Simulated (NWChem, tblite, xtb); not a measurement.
## How methods differ on C2H6FGeN (SMILES C[N](C)[Ge][F])

C2H6FGeN has 11 atoms, charge 0, and is taken as a singlet. As SMILES, `C[N](C)[Ge][F]`. The shape is that of a PBE0-D4/def2-TZVP optimisation. This is one conformer, not always the lowest.

```xyz
11

C    -0.9306    0.6579   -0.2243
N     0.3381    0.0567    0.1038
C     0.3524   -1.3816    0.0046
Ge    1.8564    0.9262    0.6097
F     1.1891    2.5669    0.5315
H    -1.2243    0.4149   -1.2538
H    -0.8680    1.7406   -0.1249
H    -1.7221    0.2880    0.4403
H     0.1154   -1.7153   -1.0138
H     1.3402   -1.7740    0.2654
H    -0.3809   -1.8371    0.6823
```

Quantity: the dipole moment, in D. The values are calculated.

| level | kind | program | value (D) | CPU time |
| --- | --- | --- | --- | --- |
| GFN1-xTB | semi-empirical | tblite | 3.57 | under 2 s |
| IPEA1-xTB | semi-empirical | tblite | 4.67 | under 2 s |
| GFN2-xTB | semi-empirical | tblite | 2.99 | under 2 s |
| GFN0-xTB | semi-empirical | xtb | 2.98 | under 2 s |
| HF/STO-3G | Hartree–Fock | NWChem | 1.08 | 6.4 s |
| HF/3-21G | Hartree–Fock | NWChem | 2.55 | 6.8 s |
| B3LYP/6-31G* (spherical functions) | global hybrid | NWChem | 2.57 | 39 s |
| B3LYP/6-31G* (Cartesian functions) | global hybrid | NWChem | 2.56 | 43 s |
| M06-2X/def2-SVP | hybrid meta-GGA | NWChem | 2.56 | 50 s |

All-electron rows without a relativistic Hamiltonian named are non-relativistic. The values span 1.08 to 4.67 D. Sets without polarisation functions give poor dipoles. CPU times are rough (shared hosts, several kinds of processor): they show what a rung costs within a factor of a few.
